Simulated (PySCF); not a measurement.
Potential energy of InH along the bond

Set-up: PySCF, scalar-relativistic core potentials, basis sets In def2-TZVPPD with ECP28, H def2-TZVPPD. Energies in eV from In + H in their ground configurations at the same level. State: ¹Σ⁺ (singlet), closed shell.

```tsv
R (Å)	HSE06	r²SCAN	PBE
1.593	-2.264	-2.330	-2.254
1.667	-2.465	-2.527	-2.463
1.741	-2.581	-2.638	-2.587
1.796	-2.624	-2.678	-2.638
1.852	-2.637	-2.689	-2.659
1.908	-2.626	-2.676	-2.656
1.982	-2.581	-2.630	-2.623
2.074	-2.490	-2.537	-2.546
2.185	-2.345	-2.390	-2.419
2.333	-2.116	-2.160	-2.213
```

Q: Put a parabola through the three lowest points of the HSE06 curve and estimate Re, k and ωe (reduced mass 0.9991 u; 1 eV/Å² = 0.16022 mdyn/Å; ωe = 1302.8·√(k/μ) cm⁻¹).

A: Through R = 1.796, 1.852, 1.908 Å the second-order coefficient is 3.83 eV/Å², so Re ≈ 1.854 Å, k ≈ 1.23 mdyn/Å and ωe ≈ 1443 cm⁻¹. A polynomial fit of higher order to the unrounded HSE06 energies gives Re = 1.852 Å, k = 1.25 mdyn/Å, ωe = 1455 cm⁻¹; anharmonicity and rounding make the difference.

The higher-order fit for each curve: HSE06: Re = 1.852 Å, ωe = 1455 cm⁻¹, De = 2.64 eV; r²SCAN: Re = 1.848 Å, ωe = 1457 cm⁻¹, De = 2.69 eV; PBE: Re = 1.872 Å, ωe = 1390 cm⁻¹, De = 2.66 eV.

These are scalar-relativistic numbers at best; spin–orbit coupling would shift them, the dissociation energy most.
